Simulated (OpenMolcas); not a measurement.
## Se I: the spin-orbit constant, thermal populations, Slater's ratio, worked from levels

* Program: OpenMolcas
* Basis: ANO-RCC [9s8p6d4f2g]
* Scalar Hamiltonian: DKH2, point nucleus
* Active space: 6 electrons in 8 orbitals (4s 4p 5s 5p)
* State averaging: 2S+1 = 3 even, 3 roots; 2S+1 = 1 even, 6 roots
* Spin-orbit coupling: state interaction with AMFI integrals over the reference wave functions, term energies averaged over their components

Methods: CASSCF; SS-CASPT2, IPEA 0.25 Eh, imaginary shift 0.1 Eh (closed shells correlated: 3d). Measured levels: NIST Handbook of Basic Atomic Spectroscopic Data.

**The spin-orbit constant.** For the Hund term 3P of p4, E(J) = (A/2) J(J+1) + constant and ζ = -2S·A = -2A. From J = 0 to J = 2 the energy changes by 3 A.

```
   Source  E(2) - E(0)       A     ζ
   CASSCF      -2270.9  -757.0  1514
SS-CASPT2      -2320.9  -773.6  1547
 measured      -2534.4  -844.8  1690
```

All in cm-1. SS-CASPT2 is off by -8.4 % and CASSCF by -10.4 %. Both methods take the spin-orbit matrix elements from the reference wave functions, so the second can move ζ only through the term energies and any multistate remixing. Second-order mixing with other terms is absorbed into this ζ.

**Thermal populations.** Z = Σ (2J + 1) exp(-E/kT) with k = 0.695035 cm-1/K, over the levels below. No other level of either list lies under 48100 cm-1, which is above 7 kT at each temperature.

```tsv
Level	2J + 1	SS-CASPT2	measured
4s2 4p4 3P2	5	0.0	0.0
4s2 4p4 3P1	3	1783	1989
4s2 4p4 3P0	1	2320	2534
4s2 4p4 1D2	5	9830	9576
4s2 4p4 1S0	1	22710	22446
```

| T (K) | Z, SS-CASPT2 | Z, measured levels | Ground level (%), SS-CASPT2 | Ground level (%), measured levels |
| --- | --- | --- | --- | --- |
| 3000 | 6.649 | 6.503 | 75.2 | 76.9 |
| 5000 | 7.606 | 7.494 | 65.7 | 66.7 |
| 8000 | 8.706 | 8.643 | 57.4 | 57.9 |

At 8000 K, kT = 5560 cm-1, and the computed levels give Z = 5.000 + 2.177 + 0.659 + 0.853 + 0.017 = 8.706.

**Slater's ratio.** With one set of orbitals, p4 has 1D - 3P = 6 F2 and 1S - 1D = 9 F2 (F2 = F²/25), a ratio of 3/2. Term energies are centres of gravity, weighted by 2J + 1.

```tsv
Source	1D - 3P	1S - 3P	F2 from the first	Ratio
CASSCF	10678	20034	1780	0.876
SS-CASPT2	8973	21855	1496	1.436
measured	8631	21501	1438	1.491
```

Energies in cm-1. A ratio away from 3/2 shows effects beyond one configuration with one set of orbitals, and in heavier atoms second-order spin-orbit shifts. In CASSCF the valence s occupation is 1.94 in 1S against 2.00 in 1D: mixing out of s² acts most on 1S and pulls it down.

CASPT2 does not keep the components of a term degenerate, so their means are used; among the terms shown or strongly mixed into the levels shown the widest spread is 70 cm-1 (4s2 4p4 1D, SS-CASPT2). Active for correlation alone: 5p 5s; no level in the range computed is led by a configuration that fills them, so any true level of that kind is missing. Without dynamic correlation excited terms often stand tens of per cent too high (terms of higher spin than the ground term too low), and those without a measured partner can miss by more than the paired ones (holds for CASSCF). Computed and measured levels are paired by configuration, term and J; levels that our copy of the source lacks, or whose pairing is in doubt (as where it misses far off the trend of its configuration), stay unpaired and out of the deviations. Levels of configurations outside the active space are missing.
